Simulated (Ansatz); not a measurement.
Consider the isomerisation: `CO[SiH2]O[SiH](O)F` → `O[SiH](O)C[SiH](O)F`.

Program: Ansatz. Geometries: PBE0-D4/def2-TZVP. ΔE: electronic, gas phase. CBS: MP2 limit from def2 TZ/QZ plus the TZ coupled-cluster correction, frozen cores. DFT in def2-TZVPP. B3LYP here is the variant with VWN-RPA as its local correlation; programs differ in this. One conformer a species, not always the lowest.

```csv
level,ΔE (kcal/mol),difference from CCSD(T)/CBS
PBE-D4,-4.2,-3.6
r2SCAN-D4,-1.7,-1.1
PBE0-D4,-3.0,-2.4
B3LYP-D4,1.3,1.9
ωB97X-V,0.0,0.6
ωB97M-V,-1.8,-1.2
B2PLYP,1.6,2.2
PBE,-3.3,-2.7
r2SCAN,-1.6,-1.0
PBE0,-2.3,-1.7
B3LYP,2.7,3.3
HF/def2-TZVPP,9.9,10.5
MP2/def2-TZVPP,-1.5,-0.9
SCS-MP2/def2-TZVPP,1.8,2.4
CCSD/def2-TZVPP,1.3,1.9
CCSD(T)/def2-TZVPP,0.1,0.7
HF/def2-QZVPP,10.7,11.3
MP2/def2-QZVPP,-1.6,-1.0
SCS-MP2/def2-QZVPP,1.7,2.3
HF/CBS(def2),10.9,11.5
MP2/CBS(def2),-2.2,-1.6
CCSD/CBS(def2),0.6,1.2
CCSD(T)/CBS,-0.6,0
```

Largest T1 diagnostic among the species: 0.012.

From PBE to PBE0 (25 % exact exchange), in def2-TZVPP and without D4, ΔE moves by +1.1 kcal/mol. The D4 term adds −1.4 kcal/mol with B3LYP and −0.7 kcal/mol with PBE0; it sums over pairs of atoms, weighted by their polarisabilities, and B3LYP, whose exchange is more repulsive, gets the larger term.
